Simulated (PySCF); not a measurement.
H5Si, SMILES [SiH5-], charge -1. Atoms are numbered in the order given.

```xyz
6

Si     0.0000     0.0000     0.0000
H      0.0000     0.0000     1.6219
H      0.0000     0.0000    -1.6219
H      1.5325     0.0000     0.0000
H     -0.7663     1.3272     0.0000
H     -0.7663    -1.3272     0.0000
```
Charge -1, spin multiplicity 1.

Geometry: PBE0-D3(BJ)/def2-TZVPD.

The numbers are results of PBE0/pcSseg-2 (PySCF), not measurements.

GIAO shieldings, no solvent; atoms listed in one row are averaged. δ = σ(ref) − σ: ²⁹Si against TMS (σ = 341.9 ppm); ¹H against TMS (σ = 31.54 ppm), references at their B3LYP-D3(BJ)/def2-TZVP geometries, non-relativistic.

```tsv
nucleus	atoms	count	δ (ppm)
²⁹Si	Si1	1	-225.5
¹H	H4, H6, H5	3	5.73
¹H	H3, H2	2	5.64
```
